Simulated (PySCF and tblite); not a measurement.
## C₅H₃NOS, numbered as in [N:1]#[C:2][c:3]1[cH:4][o:5][c:6]([SH:7])[cH:8]1: conformational analysis

The ensemble was built from 60 distance-geometry starts (ETKDG, MMFF94s, GFN2-xTB) and rests on GFN2-xTB geometries. Weights use PBE0-D3(BJ)/pcSseg-1 energies plus GFN2-xTB zero-point and thermal terms (modes under about 100 cm⁻¹ blended into free rotors). Symmetry numbers and mirror images are counted. Conformers within 2.5 kcal/mol (GFN2-xTB free energy) were kept, 5 at most. GIAO shieldings: PBE0/pcSseg-1. Shifts are against TMS (¹H), TMS (¹³C), NH3 (¹⁵N) at the same level. Codes: tblite and PySCF.

Torsions listed: O5–C6–S7–H7.

```json
{"conformer": "1", "shape": "0°", "symmetry": "Cs", "E(GFN2) kcal/mol": "0.00", "E(DFT) kcal/mol": "0.00", "G(298.15 K) kcal/mol": "0.00", "weight %": "74.8", "dipole D": "4.30"}
{"conformer": "2", "shape": "180°", "symmetry": "Cs", "E(GFN2) kcal/mol": "0.51", "E(DFT) kcal/mol": "0.60", "G(298.15 K) kcal/mol": "0.64", "weight %": "25.2", "dipole D": "3.47"}
```

Weights (%) against temperature:

```
 T (K)     1     2  S(mix) cal/mol/K
   250  78.5  21.5              1.03
298.15  74.8  25.2              1.12
   350  71.6  28.4              1.19
```

Averaged shifts at 298.15 K. ¹H: 7.74 (H4, 1H), 6.49 (H8, 1H) ppm. ¹³C: 154.9 (C4), 152.9 (C6), 117.3 (C2), 114.7 (C8), 107.8 (C3) ppm. ¹⁵N: 324.8 (N1) ppm.

Coordinates of conformer 1 (Å):

```xyz
11

N     3.534   -0.392   -0.409
C     2.407   -0.203   -0.316
C     1.024    0.011   -0.199
C     0.366    1.212   -0.233
O    -0.956    1.023   -0.089
C    -1.156   -0.305    0.038
S    -2.796   -0.874    0.243
C     0.021   -0.989   -0.021
H     0.719    2.217   -0.348
H    -3.324    0.347    0.196
H     0.166   -2.046    0.051
```

Coordinates of conformer 2 (Å):

```xyz
11

N     3.319   -0.751   -0.716
C     2.274   -0.402   -0.400
C     0.984    0.008   -0.026
C     0.648    1.033    0.821
O    -0.684    1.124    0.935
C    -1.219    0.159    0.164
S    -2.963    0.049    0.126
C    -0.248   -0.569   -0.459
H     1.248    1.729    1.371
H    -2.983   -0.985   -0.712
H    -0.371   -1.394   -1.129
```

The minima are those of GFN2-xTB; planar forms about aryl–S or allylic bonds may be saddles in DFT. Other tautomers (keto or thione forms) aren't considered and may dominate. H on N, O and S are left out: they exchange, and hydrogen bonds move them by several ppm. Unscaled ¹⁵N shifts at such levels can be off by tens of ppm; differences between conformers or isomers are more reliable. Shifts are unscaled: against experiment ¹³C can be off by 15 ppm or more and ¹H by 0.8 ppm.

Search and properties took 55 s on 1 thread of Arm Neoverse N1 (shared host) (rough), launched as `OMP_NUM_THREADS=1 python ens_run.py task.json out`.


¹⁵N shifts are against a computed isolated NH3 molecule, about 20 ppm from the liquid.